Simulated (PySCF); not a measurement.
# What a mistake does to a calculation on CGe2H7O

All numbers below are calculated, not measured. The program is PySCF 2.14.0, an open-source quantum chemistry code, run on an isolated molecule that a program drew, which may never have been made. The molecule is CGe2H7O (charge 0, doublet), drawn as the SMILES string `O[CH]([GeH2])[GeH3]`.

Each row is a Hartree-Fock (HF) and frozen-core CCSD(T) single point in the cc-pVDZ basis, meant for a local HF minimum. Run 1 is clean. Each other run has one planted mistake out of seven kinds, and not every kind appears here: one electron removed, one electron added, multiplicity raised by two, geometry at a saddle point, minimal basis STO-3G, one bond length entered in bohr, all coordinates scaled. The reference is restricted for singlets and unrestricted otherwise, and also for a bond in bohr. Adding or removing an electron swaps singlet and doublet. Electrons count all cores. HOMO and LUMO are orbital energies over both spins, the gradient is its largest component, and the lowest frequency (negative if imaginary) is given only where the gradient is small. Bond lengths are over the 10 bonds as drawn. T1 is the CCSD diagnostic: over 0.02 (restricted) or 0.045 (unrestricted) a single reference is doubtful. Germanium has the cc-pVDZ-PP basis, with a core potential (ECP10MDF) in place of its 10 inner electrons, and its 3s, 3p and 3d shells are frozen in CCSD(T).

Geometry of the clean run:
```xyz
11
CGe2H7O, angstrom
O    -2.3102   -2.2214    1.1808
C    -1.7584   -1.0950    0.5199
Ge   -0.5033   -1.6377   -0.9265
Ge   -3.3194   -0.0505   -0.1153
H    -1.6311   -2.6823    1.6517
H    -1.2116   -0.4550    1.2216
H    -1.2218   -2.4459   -2.0177
H     0.1968   -0.4169   -1.5479
H    -2.8338    1.2248   -0.8164
H    -4.1890    0.3285    1.0872
H    -4.1367   -0.8905   -1.0986
```

| run | electrons | basis functions | <S^2> | HOMO (eV) | LUMO (eV) | gradient (hartree/bohr) | lowest frequency (cm^-1) | mean bond (Å) | longest bond (Å) | T1 | HF (hartree) | CCSD(T) (hartree) | mistake |
|---|---|---|---|---|---|---|---|---|---|---|---|---|---|
| 1 | 85 | 109 | 0.754 | -8.50 | 0.99 | 2.6e-05 | 117 | 1.5103 | 1.990 | 0.0121 | -703.49440 | -704.07753 | no fault |
| 2 | 85 | 109 | 3.766 | -2.89 | -1.86 | 1.4e-01 | - | 1.5103 | 1.990 | 0.0565 | -703.24371 | -703.83718 | multiplicity raised by two |
| 3 | 85 | 109 | 0.754 | -8.43 | 1.10 | 3.6e-02 | - | 1.4665 | 1.933 | 0.0117 | -703.48542 | -704.06296 | all coordinates scaled |
| 4 | 85 | 109 | 1.604 | -8.54 | 0.92 | 5.7e-03 | - | 1.6465 | 2.891 | 0.0391 | -703.39006 | -703.96102 | one bond length entered in bohr |
| 5 | 86 | 109 | 0.000 | -0.76 | 8.04 | 4.8e-02 | - | 1.5103 | 1.990 | 0.0126 | -703.48792 | -704.09983 | ? |

**Which mistake was planted in run 5, and what did it cost?**

It counts 86 electrons, one more than the clean run, at the same geometry and basis. So the mistake is: one electron added. Subtracting run 1 and multiplying by 627.51 kcal/mol a hartree, the energy moved by 4.1 kcal/mol in HF and -14.0 kcal/mol in CCSD(T).

Cautions from the logs. Run 2: T1 is over the limit, so its CCSD(T) energy is less reliable.
